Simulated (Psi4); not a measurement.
H$_{4}$Si, charge +1, doublet, geometry from GFN2-xTB (a state made from the parent by changing its charge; the spin is typed, not shown lowest), with bond 5-1 at 1.3 times its length. Base run: PBE0/def2-SVP run with Psi4.

Geometry (Å):
```xyz
5

Si     0.0000     0.0000     0.0000
H      0.0287     1.0723     1.0663
H     -0.0275    -1.0659     1.0727
H      0.0275     1.0659    -1.0727
H     -0.0374    -1.3940    -1.3862
```
Charge +1, spin multiplicity 2.
Orbitals are unrestricted.
All else is at Psi4's defaults (density fitting).
Base energy -291.17477 Eh.

Variants of this job, named by their change:

| change | ΔE vs base (µEh) | SCF cycles | grid points | basis functions |
|---|---|---|---|---|
| base | 0.0 | 9 | 109314 | 38 |
| guess = sapgau | 0.0 | 9 | 109314 | 38 |
| dft_radial_scheme = mura | 0.0 | 9 | 110351 | 38 |
| scf_type = cd | -52.5 | 9 | 109314 | 38 |
| soscf = true | 0.0 | 5 | 109314 | 38 |
| scf_initial_accelerator = ediis | 0.0 | 9 | 109314 | 38 |
| dft_spherical_points = 434 | 0.3 | 9 | 157148 | 38 |
| scf_type = mem_df | 0.0 | 9 | 109314 | 38 |
| dft_nuclear_scheme = becke | -0.5 | 9 | 108632 | 38 |
| dft_radial_points = 35 | -553 | 9 | 51820 | 38 |
| dft_nuclear_scheme = stratmann | -0.8 | 9 | 103040 | 38 |
| dft_radial_points = 99 | 0.0 | 9 | 143499 | 38 |
| dft_spherical_points = 110 | -39.4 | 9 | 39909 | 38 |

Open shells are given as the SCF converged; they aren't shown to be the lowest states, and a large step between rows can be another state.
